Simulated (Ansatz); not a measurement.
Reaction (cleavage of the B–Al bond): `C[B](F)[AlH2]` + H–F → `CB(F)F` + `[AlH3]`

Isolated molecules relaxed with PBE0-D4/def2-TZVP in Ansatz; ΔE leaves out vibrations. CCSD(T)/CBS adds triple-zeta CCSD(T) − MP2 to the extrapolated MP2 energy (def2 sets, frozen cores). This one scheme is used for every species. DFT in def2-TZVPP. HSE06 is defined as in plane-wave codes.

Q: Is it downhill or uphill in electronic energy at CCSD(T)/CBS, and by how much? (An estimate is asked.)

A: Ansatz gave: Downhill: ΔE = -198.5 kJ/mol.

Q: What do these levels give: BLYP-D4, BHLYP-D4, ωB97X-V, ωB97M-V, B2PLYP, revPBE, HSE06, CAM-B3LYP, RPA@PBE/def2-TZVPP, MP2/def2-TZVPP, CCSD(T)/def2-TZVPP, MP2/CBS(def2)? (Estimate.)

A: The calculation gave: BLYP-D4 -200.1, BHLYP-D4 -214.6, ωB97X-V -205.3, ωB97M-V -209.4, B2PLYP -210.5, revPBE -188.4, HSE06 -197.1, CAM-B3LYP -216.0, RPA@PBE/def2-TZVPP -201.2, MP2/def2-TZVPP -207.9, CCSD(T)/def2-TZVPP -204.1, MP2/CBS(def2) -202.3 kJ/mol.

Largest T1 diagnostic among the species: 0.013.

At CCSD(T), def2-SVP lies −30.4 kJ/mol from the extrapolated value and def2-TZVPP −5.6 kJ/mol. From PBE to PBE0 (25 % exact exchange), in def2-TZVPP and without D4, ΔE moves by −6.6 kJ/mol.
